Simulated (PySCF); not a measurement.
## Working out the ionisation energy of Co(9+)

Co(9+) [Ar] (1S) → Co(10+) [Ne] 3s2 3p5 (2P). Calculation: PySCF 2.14, in an even-tempered Gaussian basis (19 s from 0.49 bohr⁻², ratio 2.5; 12 p from 0.64 bohr⁻², ratio 2.5; 5 d from 5 bohr⁻², ratio 2.7; 4 f from 7.4 bohr⁻², ratio 2.7); the spin-free X2C one-electron Hamiltonian (Gaussian nucleus). Frozen: 1s2; the 22 highest virtual orbitals dropped. Energies in hartree (1 hartree = 27.21139 eV):

```
            part  Co(9+) (lower)  Co(10+) (upper)
             UHF    -1364.226811     -1354.138626
CCSD correlation       -0.589517        -0.562041
             (T)       -0.003540        -0.003447
```

Problem. What does Hartree-Fock give?

Solution. (-1354.138626) − (-1364.226811) = 10.088185 hartree = 274.513 eV.

Problem. What do CCSD and CCSD(T) give?

Solution. The CCSD correlation energies differ by 0.027476 hartree = 0.748 eV and the triples by 0.000093 hartree = 0.003 eV, so CCSD gives 275.261 eV and CCSD(T) 275.264 eV.

A first-order spin-orbit estimate adds -0.772 eV to CCSD(T) (outer shells), giving 274.492 eV against 275.4 ± 0.4 eV (semi-empirical (NIST evaluation); NIST Atomic Spectra Database, ionization energies).

What remains against the reference includes basis incompleteness, the frozen core and higher excitations.
